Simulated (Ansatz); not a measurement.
`[NH2][Zr]([NH2])([NH2])[F]` and `[NH2][Zr]([NH2])([F])[F]` differ in one atom or group.

Ansatz, PBE0-D4/def2-TZVP geometries, multiplicity 1. Each molecule was computed in one conformer, which needn't be the lowest.

Elements past krypton have def2 core potentials.

| property | `[NH2][Zr]([NH2])([NH2])[F]` |
| --- | --- |
| HOMO–LUMO gap (PBE0/def2-TZVPP) / eV | 6.89 |
| ideal-gas entropy at 298 K and 1 bar (rigid rotor, harmonic PBE0-D4/def2-TZVP) / J/(mol·K) | 379 |
| LUMO energy (B3LYP/def2-TZVPP) / eV | -0.48 |
| size of the dipole moment (ωB97M-V/def2-TZVPP) / D | 1.92 |
| HOMO energy (PBE/def2-TZVPP) / eV | -5.70 |
| HOMO energy (ωB97M-V/def2-TZVPP) / eV | -9.44 |

Task: What does the change do to each property? (Best estimate.)

Result: Ansatz gave: 
```
                                                                                  property  `[NH2][Zr]([NH2])([F])[F]`  shift
                                                      HOMO–LUMO gap (PBE0/def2-TZVPP) / eV                        7.15   0.26
ideal-gas entropy at 298 K and 1 bar (rigid rotor, harmonic PBE0-D4/def2-TZVP) / J/(mol·K)                         376     -3
                                                       LUMO energy (B3LYP/def2-TZVPP) / eV                       -0.70  -0.22
                                        size of the dipole moment (ωB97M-V/def2-TZVPP) / D                        2.63   0.71
                                                         HOMO energy (PBE/def2-TZVPP) / eV                       -6.14  -0.44
                                                     HOMO energy (ωB97M-V/def2-TZVPP) / eV                       -9.95  -0.51
```

With PBE0 the HOMO falls by 0.49 eV and the LUMO falls by 0.23 eV, so the gap widens by about 0.26 eV. PBE moves the HOMO by -0.44 eV and ωB97M-V by -0.51 eV. The zero-point energy changes by -59.6 kJ/mol with -6 modes. Dipoles are sizes alone; their direction can turn.

B3LYP here is the variant with VWN-RPA as its local correlation; programs differ in this.
